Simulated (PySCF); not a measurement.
Isomers of C6H10NOP. Computed with PBE0-D3(BJ)/def2-SVP geometry optimisation, gas phase (PySCF). Energies are electronic, without zero-point or thermal terms, for one conformer each. No frequencies were run at this level. Point groups hold within 0.08 Å.

Task: Rank from lowest to highest electronic energy at this level (kcal/mol).
A. `[CH3:1]/[CH:2]=[CH:3]\[P@H:4](=[O:5])[CH2:6][CH2:7][C:8]#[N:9]` with C2–C3–P4–O5 -161°, C3–P4–C6–C7 173°, P4–C6–C7–C8 72°
B. `[CH:1]#[C:2][P@:3]([CH3:4])(=[NH:5])[CH2:6][C:7]([CH3:8])=[O:9]` with C2–P3–C6–C7 -178°, P3–C6–C7–C8 -91°
C. `Cc1coc(N(C)C)p1`

Result: C (0.0), A (9.9), B (44.8).

As drawn, the lowest has an aromatic ring, which the highest lacks; the highest has a C=O bond, a C≡C bond and an N–H bond, which the lowest lacks.

```json
{"SMILES": "Cc1coc(N(C)C)p1", "E (Eh)": "-705.05877", "E rel (kcal/mol)": "0.0", "dipole (D)": "2.25", "point group": "C1", "A, B, C (MHz)": "3190, 951.1, 745.0"}
{"SMILES": "C/C=C\\[P@H](=O)CCC#N", "E (Eh)": "-705.04304", "E rel (kcal/mol)": "9.9", "dipole (D)": "5.74", "point group": "C1", "A, B, C (MHz)": "2017, 829.5, 685.4"}
{"SMILES": "C#C[P@](C)(=N)CC(C)=O", "E (Eh)": "-704.98744", "E rel (kcal/mol)": "44.8", "dipole (D)": "3.03", "point group": "C1", "A, B, C (MHz)": "2445, 878.6, 834.8"}
```

Task: How do the relative energies change in single points at PBE0/pcSseg-1 (no added dispersion term) on the same geometries?

Result: 
```
               SMILES  PBE0-D3(BJ)/def2-SVP (kcal/mol)  PBE0/pcSseg-1 (kcal/mol)  shift
      Cc1coc(N(C)C)p1                              0.0                       0.0    0.0
 C/C=C\[P@H](=O)CCC#N                              9.9                       1.5   -8.4
C#C[P@](C)(=N)CC(C)=O                             44.8                      37.3   -7.5
```

Each column counts from its own lowest isomer. The order is unchanged; the largest shift is 8.4 kcal/mol.
